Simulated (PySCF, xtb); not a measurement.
BClH, SMILES [BH]Cl (connectivity only; charge and spin as stated), charge +1, multiplicity 1.

GFN2-xTB in xtb 6.7.1 at its own geometry gives an orbital gap of 5.71 eV.

Geometry: TPSSh-D3(BJ)/def2-TZVPD. The multiplicity is an assumed one; other spin states were not compared. The isomer is the one that the SMILES or the coordinates give; other isomers of the formula were not compared.

Question: What does PBE/def2-TZVPD in PySCF give? (An estimate is asked for; the answer gives what the named calculation found.)

Answer: gap 6.85 eV (levels -17.26 and -10.41 eV).
